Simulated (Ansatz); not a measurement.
Basis-set series for C₇H₁₅N (`C=CCN(CC)CC`). Total charge 0; spin multiplicity 1. The geometry is a stationary point of PBE0-D4/def2-TZVP. It is one conformer, not always the lowest.

Cartesian coordinates in Å:
```
C 2.2297 -0.3179 2.1898
C 1.0617 -0.7319 1.7209
C 0.6856 -0.7522 0.2765
N -0.5918 -0.1128 0.0332
C -1.1155 -0.3830 -1.2921
C -1.6462 -1.7962 -1.4451
C -0.6105 1.2975 0.3841
C 0.2716 2.2210 -0.4495
H 2.9996 0.0663 1.5272
H 2.4635 -0.3528 3.2475
H 0.2998 -1.1009 2.4045
H 1.5056 -0.3219 -0.3261
H 0.5950 -1.7980 -0.0348
H -0.3698 -0.1836 -2.0827
H -1.9370 0.3194 -1.4639
H -2.3993 -2.0036 -0.6823
H -2.1027 -1.9232 -2.4298
H -0.8583 -2.5472 -1.3558
H -1.6506 1.6331 0.3196
H -0.3219 1.3814 1.4357
H 0.1581 3.2527 -0.1079
H 1.3291 1.9619 -0.3603
H 0.0044 2.1918 -1.5085
```

```json
{"functional": "PBE0-D4", "basis": "def2-TZVPP", "functions": "458", "energy (Eh)": "-330.22153", "HOMO (eV)": "-6.04", "LUMO (eV)": "0.29"}
{"functional": "PBE0-D4", "basis": "def2-QZVPP", "functions": "906", "energy (Eh)": "-330.24021", "HOMO (eV)": "-6.07", "LUMO (eV)": "0.21"}
{"functional": "ωB97M-V", "basis": "def2-TZVPP", "functions": "458", "energy (Eh)": "-330.43617", "HOMO (eV)": "-8.38", "LUMO (eV)": "2.37"}
{"functional": "ωB97M-V", "basis": "def2-QZVPP", "functions": "906", "energy (Eh)": "-330.45445", "HOMO (eV)": "-8.40", "LUMO (eV)": "1.84"}
```

(1) Give the rows for def2-SVP. (Estimate.)

Results:

(1) Computed: 
```csv
functional,basis,functions,energy (Eh),HOMO (eV),LUMO (eV)
PBE0-D4,def2-SVP,187,-329.86466,-5.92,0.52
ωB97M-V,def2-SVP,187,-330.05767,-8.25,2.74
```

Positive LUMOs are unbound and depend on the basis.
